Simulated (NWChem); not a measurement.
The numbers come from NWChem runs, not from measurements. System: BFO, charge 1, spin multiplicity 2, at the geometry of a parent with another charge or spin, in a state set for the comparison that need not be this species' ground state. Its SCF solution wasn't tested for a lower state. Level: UHF/aug-cc-pVTZ.

The NWChem input:

```
start mol
memory heap 200 mb stack 900 mb global 1100 mb
charge 1
geometry units angstroms nocenter noautoz
  F      0.000000     0.000000    -1.198448
  B      0.000000     0.000000     0.087139
  O      0.000000     0.000000     1.293792
  symmetry group C2v
end
basis spherical
  * library aug-cc-pvtz
end
scf
  uhf
  nopen 1
  maxiter 100
  thresh 1e-7
  semidirect memsize 60000000 filesize 0
  # guess.movecs holds the orbitals of an unrestricted PBE0 run
  vectors input guess.movecs output mol.movecs
end
task scf energy
```

Output (cleaned and shortened):

```
             Northwest Computational Chemistry Package (NWChem) 7.3.0
             --------------------------------------------------------

                                NWChem Input Module
                                -------------------

 Scaling coordinates for geometry "geometry" by  1.889725989
 (inverse scale =  0.529177249)

 Turning off AUTOSYM since
 SYMMETRY directive was detected!

                             Geometry "geometry" -> ""
                             -------------------------

 Output coordinates in angstroms (scale by  1.889725989 to convert to a.u.)

  No.       Tag          Charge          X              Y              Z
 ---- ---------------- ---------- -------------- -------------- --------------
    1 F                    9.0000     0.00000000     0.00000000    -1.19844800
    2 B                    5.0000     0.00000000     0.00000000     0.08713900
    3 O                    8.0000     0.00000000     0.00000000     1.29379200

 Effective nuclear repulsion energy (a.u.)      51.3527814072

            Nuclear Dipole moment (a.u.)
            ----------------------------
        X                 Y               Z
 ---------------- ---------------- ----------------
     0.0000000000     0.0000000000    -0.0000018897

      Symmetry information
      --------------------

 Group name             C2v
 Group number             16
 Group order               4
 No. of unique centers     3

      Symmetry unique atoms

     1    2    3


 Summary of "ao basis" -> "" (spherical)
 ------------------------------------------------------------------------------
       Tag                 Description            Shells   Functions and Types
 ---------------- ------------------------------  ------  ---------------------
 *                        aug-cc-pvtz                 on all atoms

 Summary of "ao basis" -> "ao basis" (spherical)
 ------------------------------------------------------------------------------
       Tag                 Description            Shells   Functions and Types
 ---------------- ------------------------------  ------  ---------------------
 F                        aug-cc-pvtz               14       46   5s4p3d2f
 B                        aug-cc-pvtz               14       46   5s4p3d2f
 O                        aug-cc-pvtz               14       46   5s4p3d2f

                                 NWChem SCF Module
                                 -----------------

  ao basis        = "ao basis"
  functions       =   138
  atoms           =     3
  alpha electrons =    11
  beta  electrons =    10
  charge          =   1.00
  wavefunction    = UHF
  use symmetry    = T
  symmetry adapt  = T

 Summary of "ao basis" -> "ao basis" (spherical)
 ------------------------------------------------------------------------------
       Tag                 Description            Shells   Functions and Types
 ---------------- ------------------------------  ------  ---------------------
 F                        aug-cc-pvtz               14       46   5s4p3d2f
 B                        aug-cc-pvtz               14       46   5s4p3d2f
 O                        aug-cc-pvtz               14       46   5s4p3d2f

      Symmetry analysis of basis
      --------------------------

        a1         57
        a2         15
        b1         33
        b2         33

 Forming initial guess at       0.0s

   Symmetry analysis of molecular orbitals - initial alpha
   -------------------------------------------------------

  Numbering of irreducible representations:

     1 a1          2 a2          3 b1          4 b2

  Orbital symmetries:

     1 a1          2 a1          3 a1          4 a1          5 a1
     6 a1          7 b2          8 a1          9 b1         10 b2
    11 b1         12 b2         13 a1         14 b1         15 a1
    16 b2         17 b1         18 a1         19 a2         20 a1
    21 a1

   Symmetry analysis of molecular orbitals - initial beta
   ------------------------------------------------------

  Numbering of irreducible representations:

     1 a1          2 a2          3 b1          4 b2

  Orbital symmetries:

     1 a1          2 a1          3 a1          4 a1          5 a1
     6 a1          7 b1          8 a1          9 b2         10 b1
    11 b2         12 a1         13 b1         14 b2         15 a1
    16 b1         17 b2         18 a1         19 a2         20 a1
    21 a1

 Starting SCF solution at       0.1s

 ----------------------------------------------
         Quadratically convergent UHF

 Convergence threshold     :          1.000E-07
 Maximum no. of iterations :          100
 Integral*density screening:          1.000E-09
 ----------------------------------------------

              iter       energy          gnorm     gmax       time
             ----- ------------------- --------- --------- --------
                 1     -198.7047164123  5.53D-01  1.02D-01      1.6
                 2     -198.7251549220  1.12D-01  2.69D-02      1.7
                 3     -198.7270918630  7.65D-03  2.73D-03      2.0
                 4     -198.7271078806  2.84D-05  6.85D-06      2.4
                 5     -198.7271078808  6.29D-09  2.10D-09      3.1

       Final UHF  results
       ------------------

         Total SCF energy =   -198.727107880770
      One electron energy =   -369.438856987994
      Two electron energy =    119.358967699977
 Nuclear repulsion energy =     51.352781407247

                       Sz =      0.5000
                 Sz(Sz+1) =      0.7500
                      S^2 =      0.7559

        Time for solution =      3.0s
[...]
   10   -1.0207
   11   -0.9735
   12   -0.1795
   13   -0.1451
   14   -0.1275
   15   -0.0798
   16   -0.0759
   17   -0.0707
   18   -0.0528
   19   -0.0118
   20   -0.0118
   21    0.0090

          Final beta eigenvalues
          ----------------------

              1
    1  -26.6851
    2  -21.0084
    3   -8.1258
    4   -1.9832
    5   -1.7003
    6   -1.1282
    7   -1.0448
    8   -1.0403
    9   -1.0238
   10   -0.9337
   11   -0.3693
   12   -0.1739
   13   -0.1233
   14   -0.0901
   15   -0.0791
   16   -0.0709
   17   -0.0504
   18   -0.0430
   19   -0.0106
   20   -0.0106
   21    0.0098

                    UHF Final Alpha Molecular Orbital Analysis
                    ------------------------------------------

 Vector    9  Occ=1.000000D+00  E=-1.050059D+00  Symmetry=b1
              MO Center=  4.9D-16, -1.9D-16, -5.9D-01, r^2= 1.4D+00
   Bfn.  Coefficient  Atom+Function         Bfn.  Coefficient  Atom+Function
  ----- ------------  ---------------      ----- ------------  ---------------
     9      0.394897  1 F  px                 6      0.320056  1 F  px
    12      0.283797  1 F  px               101      0.198727  3 O  px
    98      0.155454  3 O  px

 Vector   10  Occ=1.000000D+00  E=-1.020671D+00  Symmetry=b2
              MO Center=  4.5D-17,  8.0D-16, -6.7D-01, r^2= 1.4D+00
   Bfn.  Coefficient  Atom+Function         Bfn.  Coefficient  Atom+Function
  ----- ------------  ---------------      ----- ------------  ---------------
    10      0.421303  1 F  py                 7      0.341400  1 F  py
    13      0.328373  1 F  py               102     -0.229014  3 O  py
    99     -0.173789  3 O  py               105     -0.163224  3 O  py

 Vector   11  Occ=1.000000D+00  E=-9.734505D-01  Symmetry=b1
              MO Center= -7.8D-16, -3.2D-16,  6.2D-01, r^2= 1.6D+00
   Bfn.  Coefficient  Atom+Function         Bfn.  Coefficient  Atom+Function
  ----- ------------  ---------------      ----- ------------  ---------------
   101      0.409016  3 O  px                98      0.316612  3 O  px
   104      0.261833  3 O  px                 9     -0.239494  1 F  px
    12     -0.205477  1 F  px                 6     -0.194141  1 F  px

 Vector   12  Occ=0.000000D+00  E=-1.794766D-01  Symmetry=a1
              MO Center= -3.9D-14,  3.8D-14,  5.8D-02, r^2= 5.1D+00
   Bfn.  Coefficient  Atom+Function         Bfn.  Coefficient  Atom+Function
  ----- ------------  ---------------      ----- ------------  ---------------
    51      0.641479  2 B  s                 50      0.565446  2 B  s
     4     -0.171652  1 F  s                  5     -0.163734  1 F  s
    96     -0.159290  3 O  s

 Vector   13  Occ=0.000000D+00  E=-1.451185D-01  Symmetry=b2
              MO Center= -5.6D-17, -5.9D-14,  8.4D-02, r^2= 3.6D+00
   Bfn.  Coefficient  Atom+Function         Bfn.  Coefficient  Atom+Function
  ----- ------------  ---------------      ----- ------------  ---------------
    59      0.709692  2 B  py                56      0.421178  2 B  py
    62      0.264972  2 B  py                16     -0.263169  1 F  py
    53      0.259673  2 B  py               105     -0.238686  3 O  py
   102     -0.191809  3 O  py                13     -0.164963  1 F  py
    10     -0.153681  1 F  py

 Vector   14  Occ=0.000000D+00  E=-1.275096D-01  Symmetry=b1
              MO Center=  3.6D-14,  4.4D-16,  5.8D-02, r^2= 4.8D+00
   Bfn.  Coefficient  Atom+Function         Bfn.  Coefficient  Atom+Function
  ----- ------------  ---------------      ----- ------------  ---------------
    58      0.725683  2 B  px                55      0.385192  2 B  px
    61      0.374109  2 B  px                15     -0.290084  1 F  px
   104     -0.259562  3 O  px                52      0.235054  2 B  px
   101     -0.186801  3 O  px                12     -0.166872  1 F  px

                     UHF Final Beta Molecular Orbital Analysis
                     -----------------------------------------

 Vector    8  Occ=1.000000D+00  E=-1.040336D+00  Symmetry=a1
              MO Center=  4.4D-19,  7.4D-32,  1.4D+00, r^2= 6.0D-01
   Bfn.  Coefficient  Atom+Function         Bfn.  Coefficient  Atom+Function
  ----- ------------  ---------------      ----- ------------  ---------------
    96      0.416794  3 O  s                103      0.395253  3 O  pz
   100      0.325326  3 O  pz                48     -0.247020  2 B  s
    94      0.232088  3 O  s                 57     -0.191306  2 B  pz
    54     -0.157575  2 B  pz

 Vector    9  Occ=1.000000D+00  E=-1.023784D+00  Symmetry=b2
              MO Center= -2.4D-15,  4.8D-16, -1.1D+00, r^2= 5.5D-01
   Bfn.  Coefficient  Atom+Function         Bfn.  Coefficient  Atom+Function
  ----- ------------  ---------------      ----- ------------  ---------------
    10      0.452158  1 F  py                 7      0.365697  1 F  py
    13      0.342633  1 F  py

 Vector   10  Occ=1.000000D+00  E=-9.336627D-01  Symmetry=b1
              MO Center=  1.7D-15, -3.0D-16,  8.6D-01, r^2= 1.2D+00
   Bfn.  Coefficient  Atom+Function         Bfn.  Coefficient  Atom+Function
  ----- ------------  ---------------      ----- ------------  ---------------
   101      0.416677  3 O  px                98      0.323589  3 O  px
   104      0.274005  3 O  px                 9     -0.178985  1 F  px
    12     -0.164794  1 F  px

 Vector   11  Occ=0.000000D+00  E=-3.692706D-01  Symmetry=b2
              MO Center= -1.7D-15, -1.6D-14,  8.2D-01, r^2= 1.4D+00
   Bfn.  Coefficient  Atom+Function         Bfn.  Coefficient  Atom+Function
  ----- ------------  ---------------      ----- ------------  ---------------
   102      0.292452  3 O  py               105      0.270402  3 O  py
    56      0.257593  2 B  py                99      0.225048  3 O  py
    53      0.198219  2 B  py

 Vector   12  Occ=0.000000D+00  E=-1.739381D-01  Symmetry=a1
              MO Center= -7.4D-15,  2.3D-15,  1.9D-02, r^2= 5.4D+00
   Bfn.  Coefficient  Atom+Function         Bfn.  Coefficient  Atom+Function
  ----- ------------  ---------------      ----- ------------  ---------------
    51      0.698942  2 B  s                 50      0.552437  2 B  s
     4     -0.170207  1 F  s                 96     -0.167639  3 O  s
     5     -0.159756  1 F  s

 Vector   13  Occ=0.000000D+00  E=-1.232982D-01  Symmetry=b1
              MO Center=  3.4D-14,  2.6D-15,  5.4D-02, r^2= 5.2D+00
   Bfn.  Coefficient  Atom+Function         Bfn.  Coefficient  Atom+Function
  ----- ------------  ---------------      ----- ------------  ---------------
    58      0.736559  2 B  px                61      0.405772  2 B  px
    55      0.378014  2 B  px                15     -0.297342  1 F  px
   104     -0.280707  3 O  px                52      0.228017  2 B  px
   101     -0.191145  3 O  px                12     -0.166133  1 F  px
    77      0.151966  2 B  d  1              98     -0.151629  3 O  px

 center of mass
 --------------
 x =   0.00000000 y =   0.00000000 z =  -0.04580959

 moments of inertia (a.u.)
 ------------------
         193.256654885299           0.000000000000           0.000000000000
           0.000000000000         193.256654885299           0.000000000000
           0.000000000000           0.000000000000           0.000000000000

  Mulliken analysis of the total density
  --------------------------------------

    Atom       Charge   Shell Charges
 -----------   ------   -------------------------------------------------------
    1 F    9     9.29   1.95  1.08  0.27  0.66 -0.04  1.53  2.45  1.40 -0.03  0.00  0.01  0.02  0.00  0.00
    2 B    5     3.91   1.96  0.62  0.16  0.16 -0.01  0.57  0.39 -0.02 -0.00  0.13 -0.06 -0.01  0.04 -0.02
    3 O    8     7.80   1.95  1.08  0.25  0.49  0.00  1.21  2.02  0.75  0.02  0.00  0.02 -0.01  0.00  0.00

  Mulliken analysis of the alpha density
  --------------------------------------

    Atom       Charge   Shell Charges
 -----------   ------   -------------------------------------------------------
    1 F    9     4.66   0.97  0.54  0.13  0.33 -0.02  0.77  1.23  0.70 -0.02  0.00  0.01  0.01  0.00  0.00
    2 B    5     1.96   0.98  0.30  0.08  0.08 -0.00  0.29  0.20 -0.01 -0.00  0.07 -0.03 -0.01  0.02 -0.01
    3 O    8     4.39   0.97  0.55  0.13  0.24 -0.00  0.75  1.25  0.47  0.01  0.00  0.01 -0.00  0.00  0.00

   Mulliken analysis of the beta density
   -------------------------------------

    Atom       Charge   Shell Charges
 -----------   ------   -------------------------------------------------------
    1 F    9     4.64   0.97  0.54  0.13  0.33 -0.02  0.76  1.22  0.70 -0.01  0.00  0.01  0.01  0.00  0.00
    2 B    5     1.95   0.98  0.32  0.08  0.08 -0.00  0.28  0.19 -0.01 -0.00  0.06 -0.03  0.00  0.02 -0.01
    3 O    8     3.41   0.98  0.53  0.12  0.25  0.00  0.46  0.77  0.28  0.01  0.00  0.01 -0.01  0.00  0.00

   Mulliken analysis of the spin density
   -------------------------------------

    Atom       Charge   Shell Charges
 -----------   ------   -------------------------------------------------------
    1 F    9     0.02  -0.00  0.00  0.00 -0.00 -0.00  0.01  0.01 -0.00 -0.00 -0.00 -0.00 -0.00 -0.00 -0.00
    2 B    5     0.01  -0.00 -0.01 -0.00  0.00  0.00  0.01  0.01 -0.00  0.00  0.01 -0.01 -0.01  0.00  0.00
    3 O    8     0.98  -0.00  0.03  0.01 -0.01 -0.01  0.29  0.48  0.18  0.01  0.00  0.00  0.00 -0.00  0.00

       Multipole analysis of the density wrt the origin
       ------------------------------------------------

     L   x y z        total         alpha         beta         nuclear
     -   - - -        -----         -----         ----         -------
     0   0 0 0      1.000000    -11.000000    -10.000000     22.000000

     1   1 0 0      0.000000      0.000000      0.000000      0.000000
     1   0 1 0      0.000000      0.000000      0.000000      0.000000
     1   0 0 1      0.401070     -0.905335      1.306407     -0.000002

     2   2 0 0     -9.005578     -4.608738     -4.396840      0.000000
     2   1 1 0      0.000000      0.000000     -0.000000      0.000000
     2   1 0 1     -0.000000      0.000000     -0.000000      0.000000
     2   0 2 0     -8.153597     -4.644670     -3.508927      0.000000
     2   0 1 1      0.000000      0.000000      0.000000      0.000000
     2   0 0 2     -9.545434    -54.610952    -49.052190     94.117708

 Task  times  cpu:        3.1s     wall:        3.1s

 Total times  cpu:        3.1s     wall:        3.1s
```
